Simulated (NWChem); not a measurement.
BeH$_{2}$SeO; SMILES [OH][Be][SeH]

```xyz
5

Be    -0.0277    -1.2270    -0.0448
O     -0.0637    -2.6299    -0.1280
H     -0.0970    -3.4293     0.3900
Se     0.0653     0.8024     0.0472
H     -1.4045     0.8889     0.0052
```
Atoms are numbered in this order, from 1.

All runs: NWChem. Geometry: optimised at PBE0/def2-SVP. Level: PBE0/def2-SVPD; rows give the wavelength of the field.

| field | isotropic polarisability (bohr³) | anisotropy (bohr³) |
|---|---|---|
| static | 48.4 | 16.7 |
| 1065 nm | [?] | 17.0 |
| 589 nm | 50.6 | 17.8 |

### Question
What belongs in the gaps?

### Answer

- 1065 nm, isotropic polarisability (bohr³): 49.0
